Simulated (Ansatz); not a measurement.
Mulliken charges of `O[SiH]1CB1Cl` from r2SCAN/def2-TZVPP in Ansatz (PBE0-D4/def2-TZVP geometry).

```json
{"atom": "O1", "x (Å)": "-0.624", "y (Å)": "1.936", "z (Å)": "0.508", "charge (e)": "-0.395"}
{"atom": "Si2", "x (Å)": "0.358", "y (Å)": "0.629", "z (Å)": "0.397", "charge (e)": "0.339"}
{"atom": "C3", "x (Å)": "-0.152", "y (Å)": "-1.222", "z (Å)": "-0.181", "charge (e)": "-0.305"}
{"atom": "B4", "x (Å)": "0.548", "y (Å)": "-0.379", "z (Å)": "-1.198", "charge (e)": "0.135"}
{"atom": "Cl5", "x (Å)": "0.363", "y (Å)": "-0.258", "z (Å)": "-2.920", "charge (e)": "-0.135"}
{"atom": "H6", "x (Å)": "-0.875", "y (Å)": "2.242", "z (Å)": "1.381", "charge (e)": "0.204"}
{"atom": "H7", "x (Å)": "1.088", "y (Å)": "0.426", "z (Å)": "1.671", "charge (e)": "-0.078"}
{"atom": "H8", "x (Å)": "-1.011", "y (Å)": "-1.858", "z (Å)": "-0.383", "charge (e)": "0.082"}
{"atom": "H9", "x (Å)": "0.392", "y (Å)": "-1.562", "z (Å)": "0.708", "charge (e)": "0.153"}
```

By hand: the dipole of these point charges (1 e Å = 4.8032 D).

Σ q r = (0.153, -0.162, 0.450) e Å, of length 0.502 e Å = 2.41 D.

How does the dipole of the full density compare? (Best estimate.)

The calculation gave: (-0.105, 0.035, 0.654) e Å, 3.19 D; the point charges give 0.76 times that, at 35° from its direction.

Point charges leave out the atoms' own dipoles, such as those of lone pairs, and Mulliken's split depends on the basis, so the two needn't agree.
